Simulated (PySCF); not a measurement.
I₄Se, SMILES I[Se+](I)(I)I, charge +1, multiplicity 2.

Coordinates come from a PBE0-D3(BJ)/def2-SVP optimisation. The def2 effective core potentials stand for the cores of I; spin–orbit coupling is left out.

Calculation: TDA-PBE/def2-SVPD (PySCF).

Vertical excitations; the highest root listed may be one member of a degenerate set. The molecule is in vacuum.

Computed lowest excited states:
```
state    energy (eV)  λ (nm)      f                                                      main pairs
-------  -----------  ------  -----  --------------------------------------------------------------
root 1          0.52    2396  0.000                                    β HOMO→LUMO (degenerate set)
root 2          0.52    2396  0.000                                  β HOMO−1→LUMO (degenerate set)
root 3          0.52    2396  0.000                                  β HOMO−2→LUMO (degenerate set)
root 4          1.05    1183  0.002                                  β HOMO−3→LUMO (degenerate set)
root 5          1.05    1183  0.002                                  β HOMO−4→LUMO (degenerate set)
root 6          1.05    1183  0.002                                  β HOMO−5→LUMO (degenerate set)
root 7          1.16    1072  0.000                                  β HOMO−6→LUMO (degenerate set)
root 8          1.16    1072  0.000                                  β HOMO−7→LUMO (degenerate set)
root 9          2.14     579  0.002  α HOMO→LUMO, α HOMO−3→LUMO+1, α HOMO−2→LUMO+2 (degenerate set)
root 10         2.14     579  0.002  α HOMO→LUMO+1, α HOMO−1→LUMO+2, α HOMO−3→LUMO (degenerate set)
```
Unrestricted roots are not spin-pure.
